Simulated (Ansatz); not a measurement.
CH6BGa can be A, `C[BH][GaH2]`, or B, `[BH2][GaH][CH3]`.

Isolated molecules relaxed with PBE0-D4/def2-TZVP in Ansatz; ΔE leaves out vibrations. CBS: MP2 limit from def2 TZ/QZ plus the TZ coupled-cluster correction, frozen cores. Functionals use def2-TZVPP. B3LYP here is the variant with VWN-RPA as its local correlation; programs differ in this. For Ga outer-core shells are correlated without core-valence functions, which leaves a few kJ/mol of doubt a bond. Scalar relativity is left out up to krypton.

(1) Which isomer does CCSD(T)/CBS put lower? Give the gap. (Estimate.)

(2) Give E(B) − E(A) in kJ/mol with B3LYP, B3LYP-D4, CCSD/def2-TZVPP, PBE0-D4, ωB97M-V, CCSD(T)/def2-TZVPP, r2SCAN-D4. (Best estimate.)

(3) Does the order hold for the free energy at 298.15 K (harmonic terms from PBE0-D4)? (Estimate.)

Largest T1 diagnostic: 0.013.

Answers

(1) The calculation gave: A, by 11.1 kJ/mol.

(2) The calculation gave: B3LYP 17.5, B3LYP-D4 18.1, CCSD/def2-TZVPP 11.9, PBE0-D4 20.1, ωB97M-V 18.0, CCSD(T)/def2-TZVPP 11.7, r2SCAN-D4 19.3. None reverses the order clearly.

(3) The calculation gave: Yes: G(B) − G(A) = +10.8 kJ/mol. Modes under 60 cm⁻¹, often nearly free rotors, make the harmonic entropy too high.

At CCSD(T), def2-SVP lies +10.1 kJ/mol from the extrapolated value and def2-TZVPP +0.6 kJ/mol. In def2-TZVPP, CCSD(T) changes the Hartree–Fock value by −3.4 kJ/mol (the triples alone add −0.2 kJ/mol) and MP2 by −5.3 kJ/mol.
